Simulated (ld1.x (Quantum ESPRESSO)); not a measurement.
# Which change was made? (Pd, TM)

ld1.x (Quantum ESPRESSO) 7.5 input, shortened:

```
&input
   title='Pd', zed=46., rel=2, dft='PZ', iswitch=3,
   config='[Kr] 4d8.5 5s0 5p0', rel_dist='average'
 /
 &inputp
   pseudotype=2, tm=.true., lloc=-2, rcloc=1.60,
   nlcc=.true., rcore=0.95
 /
3
5S  1  0   0.00   0.00  2.35  2.35  0.0
5P  2  1   0.00   0.00  3.00  3.00  0.0
4D  3  2   8.50   0.00  2.00  2.00  0.0
 &test
   configts(1)='4d8.5 5s0 5p0'
 /
```

Open shells are filled in proportion to 2j + 1 (rel_dist='average').

Cutoffs, loose and tight: the cutoffs (Ry, on a coarse ladder) from which the occupation-weighted sum of valence levels, in a spherical-Bessel basis at the reference potential, stays within 10 and 1 mRy of its value at 400 Ry. They do not see the model core or the augmentation charge, which bear on the density cutoff. Test errors are all-electron minus pseudo excitation energies from the reference, over the configurations 4d10 5s0 5p0; 4d9 5s0 5p0; 4d8 5s0 5p0; 4d9.5 5s0 5p0; 4d9 5s1 5p0; 4d6 5s0 5p0; 4d9 5s0 5p1; variants that change the core or the reference have their own tests. The largest error is taken over the tests solved by every variant that gives reliable tests at all, those not shown here included: 4d10 5s0 5p0; 4d6 5s0 5p0; 4d9 5s0 5p0; 4d9 5s0 5p1; 4d9.5 5s0 5p0.

The base gives: outcome: generated; cutoff, loose: 50 Ry; cutoff, tight: 80 Ry; bound ghosts: s; largest test error (meV): -794.

After one change the result is: outcome: generated; cutoff, loose: 30 Ry; cutoff, tight: 45 Ry; bound ghosts: none; largest test error (meV): test run stopped at test 1 of 7 (negative rho). Which change was it?
A. local potential all-electron potential smoothed inside 2.94 bohr (lloc = -2)
B. type ultrasoft; waves now 5s (bound): rcut 2.05, rcutus 2.35 bohr; 5s channel at 3.35 Ry: rcut 2.05, rcutus 2.35 bohr; 5p (bound): rcut 2.60, rcutus 3.00 bohr; 5p channel at 1.25 Ry: rcut 2.60, rcutus 3.00 bohr; 4d (bound): rcut 1.75, rcutus 2.00 bohr; 4d channel at -0.75 Ry: rcut 1.75, rcutus 2.00 bohr; local potential all-electron potential smoothed inside 2.25 bohr (lloc = -1); augmentation PSQ, inside the norm-conserving radii
C. all radii but the core radius scaled by about 1.39 (s 3.28, p 4.18, d 2.78 bohr); local potential all-electron potential smoothed inside 2.24 bohr (lloc = -2)

B. The others give: all radii but the core radius scaled by about 1.39 (s 3.28, p 4.18, d 2.78 bohr); local potential all-electron potential smoothed inside 2.24 bohr (lloc = -2) → outcome: generated; cutoff, loose: 35 Ry; cutoff, tight: 55 Ry; bound ghosts: none; largest test error (meV): -176 | local potential all-electron potential smoothed inside 2.94 bohr (lloc = -2) → outcome: generated; cutoff, loose: 50 Ry; cutoff, tight: 80 Ry; bound ghosts: none; largest test error (meV): -1425.
